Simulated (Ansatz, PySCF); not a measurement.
Energy difference R1 + R2 → P1 + P2, each structure at its B3LYP-D3(BJ)/def2-TZVP stationary point, reached from a drawn start (curvature not checked).
P1: H2 (SMILES [H][H]), charge 0, multiplicity 1.
R1: H2O (SMILES O), charge 0, multiplicity 1.
P2: BHO2 (SMILES O=BO), charge 0, multiplicity 1.
R2: BHO (SMILES B=O), charge 0, multiplicity 1.

P less R. No zero-point or thermal terms.

Correlated levels freeze the cores.

Run with Ansatz (an electronic-structure program); PySCF for the D3/D4 terms. Each number belongs to the level named beside it.

Total energies in hartree:

```
structure  PBE/def2-TZVPP  B3LYP-D3(BJ)/def2-TZVPP  CCSD(T)/cc-pVQZ
---------  --------------  -----------------------  ---------------
P1              -1.166122                -1.180145        -1.173794
R1             -76.380147               -76.467236       -76.359711
P2            -175.867452              -176.071775      -175.791376
R2            -100.628875              -100.759756      -100.583379
```

Question: Work out the reaction energy at each level in kcal/mol (1 hartree = 627.50947 kcal/mol), and say how far PBE/def2-TZVPP lies from CCSD(T)/cc-pVQZ.

Answer: 
- PBE/def2-TZVPP: (-1.166122) + (-175.867452) − (-76.380147) − (-100.628875) = -0.024552 hartree = -15.41 kcal/mol
- B3LYP-D3(BJ)/def2-TZVPP: (-1.180145) + (-176.071775) − (-76.467236) − (-100.759756) = -0.024928 hartree = -15.64 kcal/mol
- CCSD(T)/cc-pVQZ: (-1.173794) + (-175.791376) − (-76.359711) − (-100.583379) = -0.022080 hartree = -13.86 kcal/mol
PBE/def2-TZVPP less CCSD(T)/cc-pVQZ: -1.55 kcal/mol. CCSD(T)/cc-pVQZ is the level counted from, the highest shown, and no exact or measured value.
